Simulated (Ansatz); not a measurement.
A structure relaxed at PBE0-D4/def2-TZVP, charge 0, multiplicity 1:

Cartesian coordinates in Å:
```
B -0.869 -1.297 -1.440
O -0.946 -0.406 -0.438
C 0.128 0.487 -0.137
O -0.305 1.802 -0.228
Si 0.694 0.182 1.662
H 0.113 -1.334 -2.136
H -1.806 -2.021 -1.600
H 0.941 0.280 -0.849
H -0.480 2.018 -1.150
H -0.430 0.466 2.584
H 1.108 -1.241 1.773
H 1.852 1.063 1.960
```

(1) Give its formula and SMILES.

(2) Summarise the bond lengths by kind.

## Answers

(1) CH7BO2Si, `BOC(O)[SiH3]`.

(2) 1 × B–O 1.343 Å; 2 × B–H 1.195 to 1.204 Å; 2 × C–O 1.388 to 1.429 Å; 1 × C–Si 1.911 Å; 1 × C–H 1.101 Å; 1 × H–O 0.963 Å; 3 × H–Si 1.482 to 1.486 Å.

Computed with Ansatz.
